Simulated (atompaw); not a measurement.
Before and after: PAW (atompaw) potential for platinum (Pt)

atompaw 4.2.0.5 input, output lines left out:

```
Pt 78
GGA-PBESOL scalarrelativistic loggrid 2001 logderivrange -9 5 351
6 6 5 4 0 0
6 0 1
6 1 0
5 2 9
0 0 0
c
c
c
c
v
v
c
c
c
v
v
c
c
v
c
2
2.10 1.65 2.00 2.05
n
n
y
2.7
n
custom rrkj vanderbiltortho sinc
3 1 ultrasoft
1.10
1.35
1.40
2.10
2.10
2.10
```

All-electron outer shells of the reference configuration (PBEsol, scalar-relativistic, ld1.x):

```
shell  level (eV)  outermost node (bohr)  outermost maximum (bohr)
   4d     -306.68                   0.20                      0.42
   5s     -101.88                   0.49                      0.87
   4f      -70.14                      –                      0.38
   5p      -56.04                   0.53                      0.98
   5d       -6.17                   0.57                      1.26
   6s       -5.70                   1.14                      2.38
   6p       -0.78                   1.36                      3.60
```

Change: wave 5d channel at 2.7 Ry: rc 2.10 bohr becomes 5d channel at 0.02 Ry: rc 2.10 bohr.

Cutoffs: the cutoffs (Ry, on a coarse ladder) from which the occupation-weighted sum of valence levels, in a spherical-Bessel basis at the reference potential, stays within 10 and 1 mRy of its value at 400 Ry; they do not see the model core or the augmentation charge, which bear on the density cutoff.

Q: What does the change do?

A: The potential gets neither clearly harder nor softer (45 Ry and 100 Ry → 45 Ry and 100 Ry); the p channel sets the loose cutoff, while the largest relative change is in d, which becomes harder; neither file shows a bound ghost.

| quantity | base | changed |
| --- | --- | --- |
| cutoff, loose | 45 Ry | 45 Ry |
| cutoff, tight | 100 Ry | 100 Ry |
| loose cutoff by channel (10 mRy a level) | s 25 Ry, p 35 Ry, d 18 Ry | s 25 Ry, p 35 Ry, d 21 Ry |
| bound ghosts | none | none |
| s: phases at 2.11 bohr within 0.05 rad from the reference energy up to (Ry; the scan ends near 5) | to the end of the scan | to the end of the scan |
| p: phases at 2.11 bohr within 0.05 rad from the reference energy up to (Ry; the scan ends near 5) | 1.6 | 1.6 |
| d: phases at 2.11 bohr within 0.05 rad from the reference energy up to (Ry; the scan ends near 5) | 4.2 | to the end of the scan |
| lowest overlap eigenvalue by channel | s 0.27, p 0.48, d 0.19 | s 0.27, p 0.48, d 0.96 |

 The cutoffs see the waves, projectors and local potential, not the compensation charge or the core.
